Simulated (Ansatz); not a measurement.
Consider the substitution at a C–C bond: `CC(=O)[Te][SiH3]` + `C1=CN1` → `CN1C=C1` + `O=C[Te][SiH3]`.

Program: Ansatz. Geometries: PBE0-D4/def2-TZVP. ΔE: electronic, gas phase. CCSD(T)/CBS is the MP2 limit (def2-TZVPP, def2-QZVPP) plus CCSD(T) − MP2 in def2-TZVPP, frozen cores. Functionals use def2-TZVPP. B3LYP here is the variant with VWN-RPA as its local correlation; programs differ in this. def2 core potentials past Kr. For Te outer-core shells are correlated without core-valence functions, which leaves a few kJ/mol of doubt a bond. One conformer a species, not always the lowest.

Q: Is it downhill or uphill in electronic energy at CCSD(T)/CBS, and by how much? (Estimate.)

A: Computed: Uphill: ΔE = +52.1 kJ/mol.

Q: What do these levels give: PBE-D4, PBE0-D4, ωB97M-V, B2PLYP, r2SCAN, B3LYP, MP2/def2-TZVPP, SCS-MP2/def2-TZVPP, CCSD/def2-TZVPP, SCS-MP2/def2-QZVPP, HF/CBS(def2), CCSD/CBS(def2)? (Estimate.)

A: Computed: PBE-D4 47.7, PBE0-D4 51.1, ωB97M-V 52.8, B2PLYP 47.1, r2SCAN 50.4, B3LYP 44.7, MP2/def2-TZVPP 51.2, SCS-MP2/def2-TZVPP 49.0, CCSD/def2-TZVPP 50.5, SCS-MP2/def2-QZVPP 49.9, HF/CBS(def2) 49.1, CCSD/CBS(def2) 52.4 kJ/mol.

Largest T1 diagnostic among the species: 0.016.

The D4 term adds +4.6 kJ/mol with B3LYP and +2.7 kJ/mol with PBE0; it sums over pairs of atoms, weighted by their polarisabilities, and B3LYP, whose exchange is more repulsive, gets the larger term. From PBE to PBE0 (25 % exact exchange), in def2-TZVPP and without D4, ΔE moves by +3.6 kJ/mol.
